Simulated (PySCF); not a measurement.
## Eu⁵⁵⁺ (europium, charge +55): UHF calculation

Configuration: [He] 2s2 2p4, high-spin 3P determinant. All numbers are calculated (PySCF 2.14, the non-relativistic Hamiltonian (point nucleus), in an even-tempered Gaussian basis (15 s from 30 bohr⁻², ratio 2.5; 9 p from 39 bohr⁻², ratio 2.5; 5 d from 160 bohr⁻², ratio 2.7; 4 f from 230 bohr⁻², ratio 2.7)).

- Total energy: -6596.711400 hartree
- One-electron energy: -6937.9120 hartree
- Hartree (Coulomb) energy: 428.0677 hartree
- Exchange energy: -86.8671 hartree
- Kinetic energy: 6596.76744 hartree
- ⟨S²⟩: 2.0000
- ⟨L²⟩: 2.000
- Sum of ⟨r⟩: 0.5834 bohr
- Sum of ⟨r²⟩: 0.05875 bohr²
- Traceless quadrupole moment −½Σ⟨3z² − r²⟩ along its main axis: -0.00341 e·bohr²
- Density at the nucleus (Gaussians lack the cusp): 173000 bohr⁻³
- Spin density at the nucleus: -0.848 bohr⁻³

```tsv
shell	electrons	mean orbital energy (hartree)	spread (hartree)	rms radius, mean of both spins (bohr)
1s α	1	-1865.95051	0	0.0278
1s β	1	-1864.03113	0	0.0278
2s α	1	-428.40784	0	0.108
2s β	1	-424.80210	0	0.108
2p α	3	-418.60086	1.26474	0.0923
2p β	1	-416.51665	0	0.0923
```

A non-relativistic calculation at this Z misses sizeable relativistic shifts. Spin-orbit coupling is strong in this species (close to jj coupling), so the high-spin LS determinant is a model state, not a physical level.

Spin-orbit constants ζ (cm⁻¹) from the X2C one-electron operator on these orbitals (non-relativistic here): bare nucleus, nucleus screened by l(l+1)(2l+1)/3 electrons, and screened by the Breit-Pauli mean field of the electrons.

| shell | bare | screened nucleus | mean field |
| --- | --- | --- | --- |
| 2p | 2868000 | 2777000 | 2742000 |

To first order the Landé constant is A = -1371000 cm⁻¹, so the lowest level has J = 2 and lies 170 eV below the centre of the term. This holds in LS coupling only, and this species is close to jj coupling.
